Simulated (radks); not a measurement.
B3+, configuration 2s2 (not the ground configuration).

Calculated with a radial shooting solver on a logarithmic mesh with Libxc functionals: scalar-relativistic Kohn-Sham, exchange-only r2SCAN, spin-polarised, spherical densities, finite nucleus; meta-GGA in the generalised Kohn-Sham scheme; Fermi nuclear charge, rms radius 2.406 fm.

Energy parts (eV):
total: -151.212
kinetic: 151.295
electron-nucleus: -321.048
Hartree: 39.075
exchange: -20.533

Orbitals (lengths in bohr, moments of r in powers of bohr; r(90%) holds 90 % of the orbital's charge):
orbital	occ.	eigenvalue (eV)	<r>	r(90%)
2s	2	-59.5672	1.258	1.92

The highest occupied level is 2s at -59.567 eV. Summed over all electrons, <r^2> = 3.701 bohr^2, which gives a Langevin (diamagnetic) susceptibility term of -2.93 x 10^-6 cm^3/mol.

Empty levels of this run are not shown, since the potential may be unsettled where no density lies.
